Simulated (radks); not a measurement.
Results of a calculation; reference values are marked as such.
Ionisation of the praseodymium ion Pr3+, [Xe] 4f2, to [Xe] 4f1 as the strength of local exchange is varied. Level of theory: Dirac Kohn-Sham, Slater X-alpha exchange (alpha = 2/3 is LDA exchange), no correlation, spin-unpolarised, spherical densities, finite nucleus; open shells are shared between the two j in proportion to 2j + 1; Fermi nuclear charge, rms radius 4.8919 fm (a radial shooting solver on a logarithmic mesh with Libxc functionals).

alpha  E(Pr3+) (hartree)  exchange (hartree)  IE (eV)  -e of the level emptied (eV)  <r> of it (bohr)
0.595         -9206.5521           -180.9605   35.272                26.183 (4f7/2)             1.046
0.667         -9228.4746           -203.3184   37.474                28.178 (4f7/2)             1.022
0.691         -9235.7932           -210.7929   38.220                28.857 (4f7/2)             1.014
0.705         -9240.0649           -215.1580   38.659                29.257 (4f7/2)             1.010
0.795         -9267.5706           -243.3084   41.527                31.883 (4f7/2)            0.9840
0.926         -9307.7447           -284.5565   45.853                35.874 (4f7/2)            0.9505
0.93          -9308.9740           -285.8211   45.988                35.999 (4f7/2)            0.9495
0.957         -9317.2755           -294.3650   46.902                36.847 (4f7/2)            0.9432

NIST Atomic Spectra Database: 38.98 eV (semi-empirical). The Delta-SCF value meets it near alpha = 0.72. Spin polarisation and multiplet splitting are left out, so open shells lie too high by an amount that depends on their filling. Sharing an open shell by 2j + 1 raises it above the true ground level by a part of the spin-orbit splitting, which enters the differences from NIST.

Beside tabulated values, note that spin-unpolarised runs miss the spin-polarisation part of the exchange energy of open shells.
